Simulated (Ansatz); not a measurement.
Consider the redistribution: `[F][AlH][SiH2]Cl` + `CS[SiH2][AlH][NH2]` → `[NH2][AlH][SiH2][SiH2]Cl` + `C[S][AlH][F]`.

Calculated with Ansatz (gas phase, PBE0-D4/def2-TZVP geometries, no zero-point term in ΔE). CBS: MP2 limit from def2 TZ/QZ plus the TZ coupled-cluster correction, frozen cores. This one scheme is used for every species. DFT in def2-TZVPP. B3LYP here is the variant with VWN-RPA as its local correlation; programs differ in this. Each species was taken in one conformer, which may not be the lowest.

```json
{"level": "PBE-D4", "ΔE (kJ/mol)": "-70.2", "difference from CCSD(T)/CBS": "3.4"}
{"level": "r2SCAN-D4", "ΔE (kJ/mol)": "-76.6", "difference from CCSD(T)/CBS": "-3.0"}
{"level": "PBE0-D4", "ΔE (kJ/mol)": "-71.8", "difference from CCSD(T)/CBS": "1.8"}
{"level": "B3LYP-D4", "ΔE (kJ/mol)": "-71.6", "difference from CCSD(T)/CBS": "2.0"}
{"level": "ωB97X-V", "ΔE (kJ/mol)": "-71.5", "difference from CCSD(T)/CBS": "2.1"}
{"level": "ωB97M-V", "ΔE (kJ/mol)": "-74.2", "difference from CCSD(T)/CBS": "-0.6"}
{"level": "B2PLYP", "ΔE (kJ/mol)": "-72.3", "difference from CCSD(T)/CBS": "1.3"}
{"level": "PBE", "ΔE (kJ/mol)": "-68.9", "difference from CCSD(T)/CBS": "4.7"}
{"level": "r2SCAN", "ΔE (kJ/mol)": "-76.4", "difference from CCSD(T)/CBS": "-2.8"}
{"level": "PBE0", "ΔE (kJ/mol)": "-70.7", "difference from CCSD(T)/CBS": "2.9"}
{"level": "B3LYP", "ΔE (kJ/mol)": "-69.6", "difference from CCSD(T)/CBS": "4.0"}
{"level": "HF/def2-TZVPP", "ΔE (kJ/mol)": "-68.6", "difference from CCSD(T)/CBS": "5.0"}
{"level": "MP2/def2-TZVPP", "ΔE (kJ/mol)": "-75.7", "difference from CCSD(T)/CBS": "-2.1"}
{"level": "SCS-MP2/def2-TZVPP", "ΔE (kJ/mol)": "-72.3", "difference from CCSD(T)/CBS": "1.3"}
{"level": "CCSD/def2-TZVPP", "ΔE (kJ/mol)": "-73.0", "difference from CCSD(T)/CBS": "0.6"}
{"level": "CCSD(T)/def2-TZVPP", "ΔE (kJ/mol)": "-74.0", "difference from CCSD(T)/CBS": "-0.4"}
{"level": "HF/def2-QZVPP", "ΔE (kJ/mol)": "-67.9", "difference from CCSD(T)/CBS": "5.7"}
{"level": "MP2/def2-QZVPP", "ΔE (kJ/mol)": "-75.2", "difference from CCSD(T)/CBS": "-1.6"}
{"level": "SCS-MP2/def2-QZVPP", "ΔE (kJ/mol)": "-72.0", "difference from CCSD(T)/CBS": "1.6"}
{"level": "HF/CBS(def2)", "ΔE (kJ/mol)": "-67.8", "difference from CCSD(T)/CBS": "5.8"}
{"level": "MP2/CBS(def2)", "ΔE (kJ/mol)": "-75.3", "difference from CCSD(T)/CBS": "-1.7"}
{"level": "CCSD/CBS(def2)", "ΔE (kJ/mol)": "-72.6", "difference from CCSD(T)/CBS": "1.0"}
{"level": "CCSD(T)/CBS", "ΔE (kJ/mol)": "-73.6", "difference from CCSD(T)/CBS": "0"}
```

Largest T1 diagnostic among the species: 0.013.

In def2-TZVPP, CCSD(T) changes the Hartree–Fock value by −5.4 kJ/mol (the triples alone add −1.0 kJ/mol) and MP2 by −7.0 kJ/mol.
